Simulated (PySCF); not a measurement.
Isomers of C6H10FNS.

All values: PBE0/pcSseg-1 (PySCF) at GFN2-xTB geometries, gas phase, one conformer each.

Question: Rank by the highest Hirshfeld charge on any atom, highest value first.
A. `[CH3:1][C@@H:2]1[CH:3]=[N:4][CH2:5][C@H:6]([F:7])[C@@H:8]1[SH:9]` with C6–C8–S9–H -50°, C1–C2–C3–N4 -110°, C3–N4–C5–C6 12°, N4–C5–C6–F7 83°, C5–C6–C8–S9 -176°
B. `[H]/[N:9]=[CH:8]/[C@H:6](/[C:3]([S:2][CH3:1])=[CH:4]/[F:5])[CH3:7]` with C1–S2–C3–C4 -14°, S2–C3–C6–C7 -94°, C3–C6–C8–N9 128°
C. `[CH3:1][S:2][C:3]1=[C:4]([F:5])[N:6]([CH3:7])[CH2:8][CH2:9]1` with C1–S2–C3–C4 -18°, C3–C4–N6–C7 149°, C4–N6–C8–C9 -19°, N6–C8–C9–C3 17°, S2–C3–C9–C8 174°
D. `[CH2:1]=[CH:2][C@:3]([CH3:4])([F:5])[C:6](=[S:7])[NH:8][CH3:9]` with C1–C2–C3–C4 122°, C2–C3–C6–S7 -68°, C3–C6–N8–C9 -179°

Answer: D (+0.127 e), B (+0.116 e), C (+0.105 e), A (+0.054 e).

Question: Rank by HOMO energy, highest first.
A. `[CH3:1][S:2][C:3]1=[C:4]([F:5])[N:6]([CH3:7])[CH2:8][CH2:9]1` with C1–S2–C3–C4 -18°, C3–C4–N6–C7 149°, C4–N6–C8–C9 -19°, N6–C8–C9–C3 17°, S2–C3–C9–C8 174°
B. `[CH3:1][C@@H:2]1[CH:3]=[N:4][CH2:5][C@H:6]([F:7])[C@@H:8]1[SH:9]` with C6–C8–S9–H -50°, C1–C2–C3–N4 -110°, C3–N4–C5–C6 12°, N4–C5–C6–F7 83°, C5–C6–C8–S9 -176°
C. `[CH2:1]=[CH:2][C@:3]([CH3:4])([F:5])[C:6](=[S:7])[NH:8][CH3:9]` with C1–C2–C3–C4 122°, C2–C3–C6–S7 -68°, C3–C6–N8–C9 -179°

Answer: A (-5.05 eV), C (-6.21 eV), B (-7.01 eV).

All values together:

```csv
SMILES,μ (D),HOMO (eV),LUMO (eV),lowest IAO charge (e),highest IAO charge (e),lowest Hirshfeld charge (e),highest Hirshfeld charge (e)
CSC1=C(F)N(C)CC1,1.78,-5.05,0.87,-0.503 (C),+0.335 (C),-0.125 (C),+0.105 (C)
C=C[C@](C)(F)C(=S)NC,2.78,-6.21,-0.91,-0.428 (C),+0.297 (C),-0.203 (S),+0.127 (H)
C[C@@H]1C=NC[C@H](F)[C@@H]1S,0.79,-7.01,-0.13,-0.422 (C),+0.169 (H),-0.161 (N),+0.054 (C/H)
[H]/N=C/[C@@H](C)/C(=C/F)SC,1.01,-6.22,-0.18,-0.504 (C),+0.255 (H),-0.212 (N),+0.116 (H)
```

Conformers: `[CH3:1][S:2][C:3]1=[C:4]([F:5])[N:6]([CH3:7])[CH2:8][CH2:9]1` with C1–S2–C3–C4 -18°, C3–C4–N6–C7 149°, C4–N6–C8–C9 -19°, N6–C8–C9–C3 17°, S2–C3–C9–C8 174°; `[CH2:1]=[CH:2][C@:3]([CH3:4])([F:5])[C:6](=[S:7])[NH:8][CH3:9]` with C1–C2–C3–C4 122°, C2–C3–C6–S7 -68°, C3–C6–N8–C9 -179°; `[CH3:1][C@@H:2]1[CH:3]=[N:4][CH2:5][C@H:6]([F:7])[C@@H:8]1[SH:9]` with C6–C8–S9–H -50°, C1–C2–C3–N4 -110°, C3–N4–C5–C6 12°, N4–C5–C6–F7 83°, C5–C6–C8–S9 -176°; `[H]/[N:9]=[CH:8]/[C@H:6](/[C:3]([S:2][CH3:1])=[CH:4]/[F:5])[CH3:7]` with C1–S2–C3–C4 -14°, S2–C3–C6–C7 -94°, C3–C6–C8–N9 128°.
